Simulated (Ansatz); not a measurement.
Ansatz (a quantum-chemistry and plane-wave program) input (wB97X/def2-TZVPD):

Ansatz 0.2 input:
```yaml
crystal:
  periodic: [false, false, false]
  atoms:
    - {symbol: Re, position_ang: [-0.00000000, -0.00000000, -0.16820080]}
    - {symbol: O, position_ang: [0.00000000, 0.00000000, 1.57688253]}
basis:
  gaussian:
    orbitals: def2-TZVPD
hamiltonian:
  xc: {name: wB97X}
magnetization: {spin_polarized: true, initial_magnetization: 5}
```

End of the output:

```
integrals: 0.03 GiB planned
580 factors; their error is unknown
integrals: 0.06 GiB planned
132 factors; integrals over basis functions are off by at most 5.5e-5 eV
mean field: 0.35 GiB planned
mean field evaluation 1: about -4168.2908 eV, gradient 4.0e1 eV
mean field evaluation 2: about -4131.0649 eV, gradient 1.1e2 eV
mean field evaluation 4: about -4174.5458 eV, gradient 2.2e0 eV
mean field evaluation 8: about -4174.6094 eV, gradient 7.8e-2 eV
mean field evaluation 16: about -4174.6245 eV, gradient 6.8e-4 eV
mean field -4174.62446259 eV, -153.4146193381 hartree, gradient 9.0e-5 eV, S^2 8.759578; 0 other end points of the search recorded, 0 dependent functions left out
reference -4174.62445087 eV, -153.4146189073 hartree; 14, 9 occupied and 69, 74 virtual orbitals, 580 factors
Total energy: -4174.62445087 eV, -153.4146189073 hartree
```

The spin state was set by rule; other spins were not relaxed.
